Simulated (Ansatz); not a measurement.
Name a neutral molecule of Al, B, C, Ge and H with HOMO–LUMO gap (ωB97M-V/def2-TZVPP) between 8.50 and 8.80 eV and HOMO–LUMO gap (PBE/def2-TZVPP) between 2.20 and 2.50 eV (Ansatz, PBE0-D4/def2-TZVP geometry).

`[CH3][GeH2][BH][AlH2]` (8.50 eV, 2.46 eV). Other molecules can fit too; these were computed, each in one conformer that needn't be the lowest.
